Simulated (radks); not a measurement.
Neutral molybdenum, [Kr] 4d5 5s1. All-electron calculation, non-relativistic Kohn-Sham, exchange-only B88, spin-polarised, spherical densities, point nucleus. Program: a radial shooting solver on a logarithmic mesh with Libxc functionals. Every spin shell is full or empty, so the densities are truly spherical. Functionals are evaluated on that one density, not self-consistently. Rank these orbital-free kinetic functionals by their error against the exact value of the orbitals, and give that value: Thomas-Fermi, von Weizsacker, TF + vW, TF + vW/5, Perdew 92, LKT, DePristo-Kress, Ernzerhof.

Answer. Exact: 3975.61 hartree. From best to worst, with 100 (|E| - |E exact|)/|E exact| (equal figures are ties): DePristo-Kress -0.06, Ernzerhof -0.37, Perdew 92 -0.67, TF + vW/5 +3.23, Thomas-Fermi -5.57, LKT +20.54, TF + vW +38.46, von Weizsacker -55.96.
